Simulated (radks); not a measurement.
Excited configurations of He+: one electron is placed in a higher orbital outside the bare nucleus. The ground configuration is 1s1. All-electron calculation, scalar-relativistic Kohn-Sham, PBEsol, spin-unpolarised, spherical densities, point nucleus; without spin polarisation the odd electron is poorly described. Program: a radial shooting solver on a logarithmic mesh with Libxc functionals. Excitation = E - E(ground); binding = E(ion) - E, where the ion is the core of charge +2; n* = 2/sqrt(2 binding) in atomic units, and the quantum defect is n - n*.

outer orbital	excitation (eV)	binding (eV)	n*	<r> (bohr)
3s	45.026	6.146	2.976	6.650
3p	45.083	6.090	2.989	6.219
4s	47.639	3.533	3.925	11.73
4p	47.650	3.523	3.930	11.28
4f	47.767	3.405	3.998	9.045
5s	48.874	2.299	4.866	18.24
5d	48.885	2.287	4.878	16.87
6s	49.556	1.616	5.802	26.18
6p	49.556	1.617	5.802	25.69
6f	49.565	1.607	5.819	23.40
7d	49.973	1.200	6.734	34.08
7f	49.975	1.198	6.741	32.69

The Delta-SCF ionisation energy is 51.173 eV (NIST Atomic Spectra Database: 54.418 eV, theoretical). Self-interaction in the functional shifts the binding energies and quantum defects, so they are the method's values and not measured ones. Spin polarisation and multiplet splitting are left out, so open shells lie too high by an amount that depends on their filling.
